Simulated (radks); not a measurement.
Results of a calculation; reference values are marked as such.
Neutral samarium, 62 electrons, occupied as [Xe] 4f6 6s1 6p1 (not the ground configuration). Level of theory: Dirac Kohn-Sham, LDA (Slater exchange, Perdew-Wang correlation), spin-unpolarised, spherical densities, point nucleus; open shells fill j = l - 1/2 first (a radial shooting solver on a logarithmic mesh with Libxc functionals). Some entries of the table are withheld. Estimate them.

| orbital | occ. | eigenvalue (eV) | <r^2> (bohr^2) | <r> (bohr) |
|---|---|---|---|---|
| 1s1/2 | 2 | -46589.36 | 0.0007057 | (1) |
| 2s1/2 | 2 | -7611.150 | 0.01106 | 0.09655 |
| 2p1/2 | 2 | -7216.983 | (2) | 0.08076 |
| 2p3/2 | 4 | -6614.839 | (3) | 0.08738 |
| 3s1/2 | 2 | -1667.479 | 0.07434 | 0.2549 |
| 3p1/2 | 2 | -1497.544 | 0.06946 | 0.2444 |
| 3p3/2 | 4 | -1375.680 | 0.07668 | 0.2572 |
| 3d3/2 | 4 | -1079.982 | 0.06164 | 0.2287 |
| 3d5/2 | 6 | -1053.487 | 0.06367 | 0.2327 |
| 4s1/2 | 2 | -331.5114 | 0.3794 | 0.5795 |
| 4p1/2 | 2 | -266.3925 | (4) | (5) |
| 4p3/2 | 4 | -239.4930 | (6) | (7) |
| 4d3/2 | 4 | -132.1811 | 0.5144 | 0.6654 |
| 4d5/2 | 6 | -127.3797 | 0.5307 | 0.6759 |
| 5s1/2 | 2 | -44.4190 | 2.239 | 1.410 |
| 5p1/2 | 2 | -26.9319 | 2.892 | 1.594 |
| 5p3/2 | 4 | -23.3562 | 3.265 | 1.693 |
| 6s1/2 | 1 | -4.3653 | 19.80 | 4.175 |
| 4f5/2 | 6 | -3.9004 | 1.419 | 1.007 |
| 4f7/2 | 0 | -3.3610 | 1.497 | 1.029 |
| 6p1/2 | 1 | -1.9214 | 35.21 | (8) |
| 6p3/2 | 0 | -1.7017 | 39.43 | (9) |

Answer. 
(1) 1s1/2 <r> (bohr): 0.02276
(2) 2p1/2 <r^2> (bohr^2): 0.008054
(3) 2p3/2 <r^2> (bohr^2): 0.009296
(4) 4p1/2 <r^2> (bohr^2): 0.4012
(5) 4p1/2 <r> (bohr): 0.5935
(6) 4p3/2 <r^2> (bohr^2): 0.4416
(7) 4p3/2 <r> (bohr): 0.6228
(8) 6p1/2 <r> (bohr): 5.546
(9) 6p3/2 <r> (bohr): 5.874
